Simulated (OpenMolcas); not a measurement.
4d ions of charge +3 along the row

```
Program             : OpenMolcas 26.06
Method              : MS-CASPT2, IPEA 0.25 Eh, imaginary shift 0.1 Eh
Basis               : ANO-R2
Scalar Hamiltonian  : X2C, finite nucleus
Spin-orbit coupling : state interaction with AMFI integrals over the reference wave functions, term energies averaged over their components
```

Active space: the 4d shell; CASPT2 also correlates the outermost closed s and p core shells.

B and C come from two terms' centres of gravity (d2, d8: 3P = 15B, 1G = 12B + 2C; d3, d7: 4P = 15B, 2G = 4B + 3C; d4, d6: 3G = 9B + 4C, 3H = 4B + 4C; d5: 4D = 17B + 5C, 4G = 10B + 5C, above the ground term), where all their levels are at least 80 % pure. ζ = ±2S·A comes from the whole width of the ground multiplet by E(J) = (A/2) J(J+1), where its levels are at least 85 % pure. Energies in cm-1.

| Ion | Configuration | Lowest level | Weight (%) | B | B measured | C | C measured | ζ | ζ measured |
| --- | --- | --- | --- | --- | --- | --- | --- | --- | --- |
| Mo3+ | 4d3 | 4F 3/2 | 99 | 637 | 619 | 2653 | 2606 | 817 | 818 |
| Tc3+ | 4d4 | 5D0 | 98 |  |  |  |  | 1035 |  |
| Ru3+ | 4d5 | 6S 5/2 | 99 |  |  |  |  |  |  |
| Rh3+ | 4d6 | 5D4 | 98 |  |  |  |  | 1317 |  |
| Pd3+ | 4d7 | 4F 9/2 | 97 |  |  |  |  | 1582 |  |

Measured columns use the levels in Sugar and Musgrove, J. Phys. Chem. Ref. Data 17, 155 (1988) (Mo3+).

The computed ζ goes from 817 (Mo3+) to 1582 cm-1 (Pd3+), a factor of 1.94, rising at every step.

Term energies are means over components that CASPT2 splits; among the low terms the widest spread is 1700 cm-1 (4d6 1I, Rh3+). The CASPT2 spread within a term exceeds the gap to the next term for 4d3 2H and 4d3 2D(1), so the order of their levels is uncertain (figures for Mo3+; the like holds for Tc3+, Ru3+, Rh3+). Blocks of more than 70 roots (2S+1 = 2 even) ran without multistate coupling (holds for Ru3+). Measured partners are found by configuration, term and J. A level has none where our copy of the source lacks it or the pairing is in doubt (some pairs that miss far off the trend of their configuration count as doubtful), and it then counts in no deviation. Only configurations of the active space appear.

A number in round brackets counts repeated terms of one configuration in the order of the reference energies.
